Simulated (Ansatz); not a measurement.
C$_{6}$H$_{16}$O$_{4}$Zr, SMILES `CC(C)[O][Zr]([OH])([OH])[O]C(C)C`, one more setting.

```yaml
crystal:
  periodic: [false, false, false]
  atoms:
    - {symbol: C, position_ang: [-3.490535, -0.167766, -1.251914]}
    - {symbol: C, position_ang: [-2.219091, -1.015249, -1.100371]}
    - {symbol: C, position_ang: [-2.052664, -1.782212, 0.073807]}
    - {symbol: O, position_ang: [-1.194294, -0.025745, -1.208224]}
    - {symbol: Zr, position_ang: [0.296471, 1.339328, -0.981463]}
    - {symbol: O, position_ang: [-0.688387, 3.214265, -0.721125]}
    - {symbol: O, position_ang: [1.359509, 1.473868, -2.416752]}
    - {symbol: O, position_ang: [1.141945, 0.980910, 0.584280]}
    - {symbol: C, position_ang: [2.127575, 0.445066, 1.645513]}
    - {symbol: C, position_ang: [1.621708, -0.902616, 1.880282]}
    - {symbol: C, position_ang: [3.534812, 0.624484, 1.207305]}
    - {symbol: H, position_ang: [-4.206018, -1.036115, -1.357611]}
    - {symbol: H, position_ang: [-3.456409, 0.395106, -2.182219]}
    - {symbol: H, position_ang: [-3.757938, 0.374964, -0.429491]}
    - {symbol: H, position_ang: [-1.958872, -1.704459, -2.170678]}
    - {symbol: H, position_ang: [-2.225477, -1.154291, 0.910224]}
    - {symbol: H, position_ang: [-1.031141, -2.377316, 0.091489]}
    - {symbol: H, position_ang: [-2.803485, -2.612883, 0.129230]}
    - {symbol: H, position_ang: [-1.059004, 3.873360, -0.402643]}
    - {symbol: H, position_ang: [1.799751, 1.367842, -3.438141]}
    - {symbol: H, position_ang: [1.926195, 0.985584, 2.422215]}
    - {symbol: H, position_ang: [2.102670, -1.361631, 2.748128]}
    - {symbol: H, position_ang: [0.617123, -0.886616, 2.269963]}
    - {symbol: H, position_ang: [1.730257, -1.644094, 1.094551]}
    - {symbol: H, position_ang: [3.843502, 1.448299, 0.846771]}
    - {symbol: H, position_ang: [4.167927, 0.101970, 1.915910]}
    - {symbol: H, position_ang: [3.689336, -0.096735, 0.262655]}
basis:
  gaussian: {orbitals: def2-mTZVP}
magnetization: {spin_polarized: false, initial_magnetization: 2}
hamiltonian: {xc: {name: SVWN5}}
scf: {lower_state_search: light}
```

```sh
$ ansatz run in.yaml --threads 11 --pin off --events-out ev --progress --plain --max-ram 174080MiB --backend cuda --devices 0, --max-vram 75GiB
```

Shortened log:

```
Functional definition: SVWN5
2737 factors; their error is unknown
mean field evaluation 1: about -15773.0555 eV, gradient 1.7e2 eV
mean field evaluation 2: about -15086.5104 eV, gradient 4.5e2 eV
mean field evaluation 4: about -15806.0217 eV, gradient 1.1e2 eV
mean field evaluation 8: about -15829.2460 eV, gradient 3.2e1 eV
mean field evaluation 16: about -15831.5289 eV, gradient 1.0e1 eV
mean field evaluation 32: about -15831.9541 eV, gradient 1.8e-5 eV
mean field -15831.95410622 eV, -581.8135821196 hartree, gradient 2.2e-6 eV, S^2 2.000000; 10 other end points of the search recorded, 0 dependent functions left out
reference -15831.95418567 eV, -581.8135850395 hartree; 49, 47 occupied and 242, 244 virtual orbitals, 2737 factors
Total energy: -15831.95418567 eV, -581.8135850395 hartree
```

Run time 11 s (11 threads of an AMD EPYC 7R13 on a shared host and a whole NVIDIA H100 80 GB); peak host memory 1 GiB.
